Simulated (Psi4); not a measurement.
F₃Se (SMILES F[Se+](F)F), charge +1, singlet, at a GFN2-xTB geometry; M06-2X/cc-pVDZ run with Psi4.

Psi4 was given this input:
```
memory 2 GB

molecule {
1 1
  Se   -0.05851377    0.13707674    0.36084699
  F    -1.11551873   -0.92793009   -0.36031193
  F     0.03509549    1.14471031   -0.96107626
  F     1.30147527   -0.73462567   -0.04181155
}

set basis cc-pvdz
set dft_radial_points 150

energy('m06-2x')
print_variables()
```

Problem. Predict the main parts of the log of this Psi4 run.

Solution. 
```
   => Loading Basis Set <=

    Name: CC-PVDZ
    Role: ORBITAL
    Keyword: BASIS

         ---------------------------------------------------------
                                   SCF
               by Justin Turney, Rob Parrish, Andy Simmonett
                          and Daniel G. A. Smith
                              RKS Reference
         ---------------------------------------------------------

  ==> Geometry <==

    Molecular point group: cs
    Full point group: C1h

    Geometry (in Angstrom), charge = 1, multiplicity = 1:

       Center              X                  Y                   Z               Mass
    ------------   -----------------  -----------------  -----------------  -----------------
         SE          -0.026405197098     0.366239542785     0.000000000000    79.916521800000
         F            1.445302449983    -0.411992956426     0.000000000000    18.998403162730
         F           -0.667114675644    -0.564294323448     1.222770325937    18.998403162730
         F           -0.667114675644    -0.564294323448    -1.222770325937    18.998403162730

  Running in cs symmetry.

  Rotational constants: A =      0.20385  B =      0.20385  C =      0.14836 [cm^-1]
  Rotational constants: A =   6111.36383  B =   6111.36382  C =   4447.85199 [MHz]
  Nuclear repulsion =  344.378531737523133

  Charge       = 1
  Multiplicity = 1
  Electrons    = 60
  Nalpha       = 30
  Nbeta        = 30

  ==> Algorithm <==

  SCF Algorithm Type is DF.
  DIIS enabled.
  MOM disabled.
  Fractional occupation disabled.
  Guess Type is SAD.
  Energy threshold   = 1.00e-06
  Density threshold  = 1.00e-06
  Integral threshold = 1.00e-12

  ==> Primary Basis <==

  Basis Set: CC-PVDZ
    Blend: CC-PVDZ
    Number of shells: 29
    Number of basis functions: 69
    Number of Cartesian functions: 74
    Spherical Harmonics?: true
    Max angular momentum: 2

  ==> DFT Potential <==

   => LibXC <=

    Version 7.1.2
    S. Lehtola, C. Steigemann, M. J. T. Oliveira, and M. A. L. Marques,  SoftwareX 7, 1–5 (2018) (10.1016/j.softx.2017.11.002)

   => Composite Functional: M06-2X <=

    Hybrid M06-2X Meta-GGA XC Functional  (10.1007/s00214-007-0310-x)
    Y. Zhao and D. G. Truhlar,  Theor. Chem. Acc., 120, 215, 2008

    Deriv               =              1
    GGA                 =           TRUE
    Meta                =           TRUE

    Exchange Hybrid     =           TRUE
    MP2 Hybrid          =          FALSE

   => Exchange Functionals <=

[...]
   @DF-RKS iter   3: -2700.22993773361213   -6.55525e-03   1.89234e-03 ADIIS/DIIS
   @DF-RKS iter   4: -2700.23281482580660   -2.87709e-03   2.17505e-04 ADIIS/DIIS
   @DF-RKS iter   5: -2700.23286549544628   -5.06696e-05   2.84986e-05 DIIS
   @DF-RKS iter   6: -2700.23286689086262   -1.39542e-06   6.09805e-06 DIIS
   @DF-RKS iter   7: -2700.23286701934148   -1.28479e-07   1.50753e-06 DIIS
   @DF-RKS iter   8: -2700.23286702631185   -6.97037e-09   9.49880e-07 DIIS
  Energy and wave function converged.

  ==> Post-Iterations <==

   Electrons on quadrature grid:
      Ntotal   =   60.0000411279 ; deviation = 4.113e-05

    Orbital Energies [Eh]
    ---------------------

    Doubly Occupied:

[...]
    Virtual:

[...]
    Final Occupation by Irrep:
             Ap   App
    DOCC [    20,   10 ]
    NA   [    20,   10 ]
    NB   [    20,   10 ]

  @DF-RKS Final Energy: -2700.23286702631185

   => Energetics <=

    Nuclear Repulsion Energy =            344.3785317375231330
    One-Electron Energy =               -4424.1764379225369339
    Two-Electron Energy =                1435.4826502369230639
    DFT Exchange-Correlation Energy =     -55.9176110782211069
    Empirical Dispersion Energy =           0.0000000000000000
    VV10 Nonlocal Energy =                  0.0000000000000000
    Total Energy =                      -2700.2328670263113963

Computation Completed

Properties will be evaluated at   0.000000,   0.000000,   0.000000 [a0]

Properties computed using the SCF density matrix

 Multipole Moments:

 ------------------------------------------------------------------------------------
     Multipole            Electronic (a.u.)      Nuclear  (a.u.)        Total (a.u.)
 ------------------------------------------------------------------------------------

 L = 1.  Multiply by 2.5417464519 to convert [e a0] to [Debye]
 Dipole X            :         -0.2768512            0.1925275           -0.0843236
 Dipole Y            :          3.8395929           -2.6703530            1.1692398
 Dipole Z            :          0.0000000            0.0000000            0.0000000
 Magnitude           :                                                    1.1722765

 ------------------------------------------------------------------------------------

  Variable Map:
  ----------------------------------------------------------------------------
[...]
  Array Variable Map:
  ----------------------------------------------------------------------------
[...]
[...]
```
